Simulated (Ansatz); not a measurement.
Reaction (ligand exchange at a B–C bond): `B[CH2][SnH3]` + `[SH][GeH3]` → `B[S][GeH3]` + `[CH3][SnH3]`

Computed with Ansatz on PBE0-D4/def2-TZVP structures; ΔE is electronic, products minus reactants. CCSD(T)/CBS adds triple-zeta CCSD(T) − MP2 to the extrapolated MP2 energy (def2 sets, frozen cores). def2 core potentials past Kr. For Ge, Sn outer-core shells are correlated without core-valence functions, which leaves a few kJ/mol of doubt a bond. Scalar relativity is left out up to krypton.

`B[CH2][SnH3]`:

```xyz
10

B    -0.966    0.163   -1.143
C    -0.417   -0.946   -0.272
Sn    0.871    0.400    0.911
H    -1.930    0.788   -0.798
H    -0.389    0.497   -2.141
H     0.289   -1.658   -0.699
H    -1.061   -1.402    0.479
H     0.384    0.258    2.538
H     0.741    2.029    0.422
H     2.477   -0.128    0.702
```

`[SH][GeH3]`:

Z-matrix (Å, degrees):
```
Ge
S 1 2.224
H 1 1.536 2 110.4
H 1 1.533 2 104.8 3 119.2
H 1 1.536 2 110.4 3 -121.7
H 2 1.343 1 94.6 3 60.6
```

`B[S][GeH3]`:

```xyz
8

B    -1.351    0.864   -0.709
S    -1.079    0.098    0.862
Ge    1.009   -0.675    0.603
H    -0.516    0.866   -1.563
H    -2.414    1.380   -0.873
H     1.027   -1.668   -0.565
H     1.382   -1.373    1.918
H     1.944    0.508    0.328
```

`[CH3][SnH3]`:

Cartesian coordinates in Å:
```
C -0.302 -0.784 0.786
Sn 0.259 0.674 -0.675
H 0.558 -1.404 1.042
H -1.093 -1.422 0.391
H -0.662 -0.289 1.687
H 1.505 1.671 -0.063
H 0.818 -0.099 -2.094
H -1.084 1.653 -1.074
```

```json
{"species": "`B[CH2][SnH3]`", "CCSD(T)/CBS(def2) energy (Eh)": "-281.04910"}
{"species": "`[SH][GeH3]`", "CCSD(T)/CBS(def2) energy (Eh)": "-2476.30083"}
{"species": "`B[S][GeH3]`", "CCSD(T)/CBS(def2) energy (Eh)": "-2501.70931"}
{"species": "`[CH3][SnH3]`", "CCSD(T)/CBS(def2) energy (Eh)": "-255.66383"}
```

**Question.** Work out ΔE.

**Answer.** ΔE = (-2501.70931) + (-255.66383) − (-281.04910) − (-2476.30083) = -0.02321 Eh = -0.63 eV.

**Question.** What do rigid-rotor, harmonic-oscillator terms from PBE0-D4/def2-TZVP frequencies (298.15 K, 1 bar) make of the CCSD(T)/CBS value? (Best estimate.)

**Answer.** Computed: ΔZPE = +0.05 eV, ΔH = -0.58 eV, ΔS = -6 J/(mol·K), ΔG = -0.56 eV. Modes under 50 cm⁻¹ make the entropy rough.

Largest T1 diagnostic among the species: 0.014.

At CCSD(T), def2-SVP lies −0.09 eV from the extrapolated value and def2-TZVPP −0.02 eV. Leaving LDA and LC-ωPBE aside and taking each functional with its dispersion term where it has one, the values, not all of them listed here, spread over 0.05 eV, from BLYP-D4 to ωB97M-V. LDA lies +0.04 eV from PBE without D4.
